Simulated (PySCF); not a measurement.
AlH2Cl, SMILES [AlH2][Cl].

Geometry optimised at B3LYP-D3(BJ)/def2-TZVP.

Method: TDA-LC-ωPBE/def2-TZVPD run with PySCF.

Vertical excitations. Gas-phase values at a fixed geometry. State labels are in the subgroup C2v.

| state | symmetry | energy (eV) | λ (nm) | f | main pairs |
|---|---|---|---|---|---|
| S1 | A2 | 5.86 | 211 | 0.000 | HOMO→LUMO 91 % |
| S2 | A2 | 7.45 | 166 | 0.000 | HOMO−2→LUMO 88 % |
| S3 | B1 | 7.55 | 164 | 0.044 | HOMO−3→LUMO 93 % |
| S4 | A1 | 7.67 | 162 | 0.040 | HOMO−1→LUMO 89 % |
| S5 | B2 | 7.83 | 158 | 0.023 | HOMO→LUMO+2 46 %, HOMO→LUMO+1 28 %, HOMO→LUMO+5 12 % |
| S6 | B1 | 8.65 | 143 | 0.101 | HOMO−1→LUMO+1 48 %, HOMO−1→LUMO+2 30 %, HOMO−1→LUMO+10 8 % |
| S7 | B2 | 8.70 | 142 | 0.083 | HOMO→LUMO+1 42 %, HOMO→LUMO+2 23 %, HOMO→LUMO+3 14 %, HOMO−2→LUMO+2 10 % |
| S8 | B2 | 8.88 | 140 | 0.291 | HOMO→LUMO+3 58 %, HOMO−2→LUMO+2 10 %, HOMO−2→LUMO+1 9 % |
| S9 | B2 | 9.22 | 134 | 0.000 | HOMO−2→LUMO+1 29 %, HOMO→LUMO+3 16 %, HOMO−2→LUMO+2 14 %, HOMO→LUMO+1 14 % |
| S10 | A1 | 9.50 | 130 | 0.486 | HOMO−3→LUMO+2 30 %, HOMO−3→LUMO+1 29 %, HOMO−3→LUMO+3 13 %, HOMO→LUMO+4 11 % |
| T1 | A2 | 5.27 | 235 | 0 | HOMO→LUMO 82 % |
| T2 | B1 | 6.67 | 186 | 0 | HOMO−3→LUMO 80 % |
| T3 | A1 | 6.86 | 181 | 0 | HOMO−1→LUMO 88 % |
| T4 | B2 | 7.05 | 176 | 0 | HOMO→LUMO+3 31 %, HOMO→LUMO+2 25 %, HOMO→LUMO+1 15 %, HOMO→LUMO+10 12 % |
Triplets are in the Tamm–Dancoff approximation.
